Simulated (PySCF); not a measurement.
KI, SMILES [K][I]. Geometry optimised at PBE-D3(BJ)/def2-TZVPD. The def2 effective core potentials stand for the cores of I; spin–orbit coupling is left out.

Calculation: PBE-D3(BJ)/def2-TZVPD (PySCF 2.14.0).

Harmonic wavenumbers (cm⁻¹): 178. Rotational constants (GHz): 1.783 (linear); symmetry number 1.

### Question
Work out the zero-point energy and the ideal-gas rigid-rotor harmonic-oscillator thermochemistry at 298.15 K and 1 atm.

### Answer
ZPE = ½ Σ hcν = ½ × 178 cm⁻¹ = 0.25 kcal/mol. H − E(el) = 2.70 kcal/mol. Entropy in cal/(mol K): translation 41.23, rotation 18.20, vibration 2.35, total 61.77. G − E(el) = -15.71 kcal/mol. Cp = 8.82 cal/(mol K).
